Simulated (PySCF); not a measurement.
AsF2H3Si, SMILES F[SiH](F)[AsH2].

Geometry optimised at B3LYP-D3(BJ)/def2-SVP.

Level of theory: B3LYP-D3(BJ)/def2-SVP in PySCF 2.14.0.

Frequencies are harmonic and unscaled.

Computed normal modes with their intensities:
```tsv
mode	ν (cm⁻¹)	IR (km/mol)	Raman (Å⁴/amu)	depolarisation	moving atoms (share of kinetic energy)
1	103	0.1	0.5	0.75	H 90 %
2	146	2.4	0.4	0.75	F 70 %, Si 13 %, As 10 %
3	188	8.3	0.9	0.44	F 61 %, As 30 %
4	314	23.4	1.9	0.44	F 65 %, Si 29 %
5	379	13.3	20.0	0.22	Si 54 %, H 20 %, As 16 %, F 10 %
6	614	4.5	9.4	0.72	H 82 %, Si 11 %
7	635	12.3	15.6	0.75	H 96 %
8	816	166.0	21.5	0.69	H 79 %, F 16 %
9	830	7.1	9.8	0.75	H 84 %, F 15 %
10	867	281.3	5.8	0.15	F 52 %, Si 39 %, H 9 %
11	961	161.9	0.3	0.75	Si 49 %, F 41 %, H 10 %
12	990	20.3	40.4	0.75	H 99 %
13	2171	59.6	169.6	0.14	H 99 %
14	2182	82.0	124.0	0.75	H 99 %
15	2264	141.9	202.3	0.21	H 97 %
```
